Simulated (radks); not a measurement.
Problem. Coherent X-ray form factor from a spherical all-electron density. Calculated with a radial shooting solver on a logarithmic mesh with Libxc functionals: scalar-relativistic Kohn-Sham, r2SCAN, spin-polarised, spherical densities, finite nucleus; meta-GGA in the generalised Kohn-Sham scheme; Fermi nuclear charge, rms radius of each element as measured or else 0.836 A^(1/3) + 0.57 fm.

sin(theta)/lambda (1/angstrom),f0 (electrons)
0.05,75.237
0.1,73.100
0.15,69.967
0.2,66.287
0.25,62.442
0.3,58.688
0.4,51.920
0.5,46.268
0.6,41.538
0.8,33.907
1,27.899
1.25,22.295
1.5,18.572
2,14.527

The species is in the configuration that NIST lists as its ground one. Which atom or ion scatters so?

Solution. The platinum ion Pt2+, [Xe] 4f14 5d8. Extrapolating in s^2 from the first two rows gives f0(0) = 75.9, near the electron count 76; among species with that count, the fall with angle is slower the higher Z, and the table is that of Z = 78; from so few rows the species is fixed only to a neighbour or two.
